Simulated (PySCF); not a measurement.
**Working out the ionisation energy of Au**

Au [Xe] 4f14 5d10 6s1 (2S) → Au+ [Xe] 4f14 5d10 (1S). Computed with PySCF 2.14 in aug-cc-pVDZ-PP with ECP60MDF (5s5p4d2f, 54 functions), with scalar relativity through the core potential. Frozen: 5s2 5p6. Energies in hartree (1 hartree = 27.21139 eV):

```tsv
part	Au (lower)	Au+ (upper)
UHF	-134.780705	-134.498460
MP2 opposite-spin	-0.209816	-0.177276
MP2 same-spin	-0.113659	-0.094233
```

Task: What does Hartree-Fock give?

Result: (-134.498460) − (-134.780705) = 0.282245 hartree = 7.680 eV.

Task: What do MP2 and SCS-MP2 (6/5 opposite-spin, 1/3 same-spin) give?

Result: The opposite-spin parts differ by 0.885 eV and the same-spin parts by 0.529 eV. MP2: 7.680 + (0.885) + (0.529) = 9.094 eV. SCS-MP2: 7.680 + 1.2 × (0.885) + (0.529)/3 = 8.918 eV.

Measured between the centres of the two terms (NIST): 9.226 eV, so MP2 (valence) is off by -0.132 eV.

A double-zeta basis recovers only part of the correlation energy.

What remains against the reference includes basis incompleteness, the frozen core and correlation beyond second order.
